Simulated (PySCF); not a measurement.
**Si²⁺ (silicon, charge +2) across methods**

[Ne] 3p2, high-spin 3P determinant (an excited configuration). Computed with PySCF 2.14 in x2c-TZVPPall, with scalar relativity by spin-free X2C-1e. The B2PLYP total includes its PT2 part (frozen core); its orbital energies are those of the SCF part.

```csv
method,E (hartree),mean ε 2p α (eV),mean ε 2p β (eV),mean ε 3p α (eV),Σ⟨r²⟩ (bohr²),⟨S²⟩
BHandHLYP,-288.5259,-130.63,-130.00,-24.335,14.02,2.000
PBE0,-288.4092,-125.21,-124.67,-23.663,13.99,2.000
r2SCAN,-288.5132,-121.77,-121.33,-22.884,13.94,2.000
PBE,-288.3961,-119.67,-119.25,-22.732,13.92,2.000
BLYP,-288.5578,-119.57,-119.20,-22.491,13.84,2.000
LDA,-287.3637,-119.62,-119.17,-22.651,13.86,2.000
B2PLYP,-288.4022,-130.98,-130.32,-24.392,14.07,2.000
UHF,-288.03863,-140.56,-139.65,-25.931,14.38,2.000
```

(1) Estimate the same row for M06.

Answers

(1) E (hartree) = -288.5223; mean ε 2p α (eV) = -125.70; mean ε 2p β (eV) = -125.26; mean ε 3p α (eV) = -23.444; Σ⟨r²⟩ (bohr²) = 13.92; ⟨S²⟩ = 2.000.
